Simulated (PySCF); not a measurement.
but-3-ene-1-selenol (C4H8Se), SMILES C=CCC[SeH]. The structure is a stationary point at PBE-D3(BJ)/def2-SVP. One conformer was computed; it need not be the lowest.

Computed equilibrium geometry at PBE-D3(BJ)/def2-SVP (PySCF confirms it by a frequency run) as a Z-matrix (one conformer of several):
```
C
H 1 1.1108
H 1 1.1123 2 106.59
C 1 1.5047 2 109.96 3 119.40
C 4 1.3442 1 125.27 2 6.36
H 5 1.1012 4 121.65 1 179.42
H 5 1.1033 6 117.03 4 -179.51
H 4 1.1065 5 118.88 6 0.68
C 1 1.5335 2 109.71 3 -117.31
H 9 1.1075 1 111.35 2 -61.56
H 9 1.1097 10 107.09 1 121.67
Se 9 1.9771 10 108.63 11 111.41
H 12 1.4865 9 94.38 10 60.80
```
Charge 0, spin multiplicity 1.
